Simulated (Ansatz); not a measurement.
Breaking the Se1–H2 bond in H2OSe (SMILES O[SeH]) (multiplicity 1 held, fragments rigid). Energies count from the point at 1.482 Å.
Geometry at that point (charge 0, multiplicity 1):
```
atom    x (Å)    y (Å)    z (Å)
----  -------  -------  -------
Se    -0.2423  -0.0634   0.2813
H     -1.3282  -0.3874  -0.6732
O      1.0652   0.1787  -0.9608
H      1.0461   1.1122  -1.2051
```

Restricted levels (R-, RO-) in cc, def2 and unpolarised 6-31G sets keep to the state of the molecule at rest. U- levels take the lowest unrestricted solution at each point, which mixes spins at long bonds. Active spaces are followed from a long bond inwards. Curves can end on different states.

Cores are frozen in the correlated methods. Filled d and f shells under p-block atoms count as core.

The values were computed with Ansatz (an electronic-structure program) with Gaussian orbitals. Each number belongs to the level named beside it.

Energies in kJ/mol.

| R (Å) | R-SCS-MP2/cc-pVDZ | U-CCSD(T)/cc-pVDZ | FIC-MRCISD on CASSCF(4,3)/cc-pVDZ | FIC-MRCISD+Q on CASSCF(4,3)/cc-pVDZ |
|---|---|---|---|---|
| 1.185 | 149 | 151 | 151 | 151 |
| 1.333 | 28 | 29 | 29 | 29 |
| 1.482 | 0 | 0 | 0 | 0 |
| 1.630 | 19 | 17 | 17 | 17 |
| 1.778 | 61 | 55 | 54 | 54 |
| 2.000 | 135 | 122 | 120 | 120 |
| 2.222 | 206 | 185 | 178 | 178 |
| 2.593 | 299 | 259 | 244 | 244 |
| 2.963 | 358 | 286 | 276 | 275 |
| 3.408 | 386 | 292 | 291 | 290 |
| 4.000 | 368 | 294 | 296 | 295 |
| 4.741 | 290 | 294 | 297 | 296 |

Doubts at one or more of the structures used: a restricted determinant that unrestricted orbitals would lower (R-SCS-MP2/cc-pVDZ); a spin-contaminated determinant (U-CCSD(T)/cc-pVDZ); T1 above 0.05 (U-CCSD(T)/cc-pVDZ); active orbitals that take no part (FIC-MRCISD on CASSCF(4,3)/cc-pVDZ, FIC-MRCISD+Q on CASSCF(4,3)/cc-pVDZ).
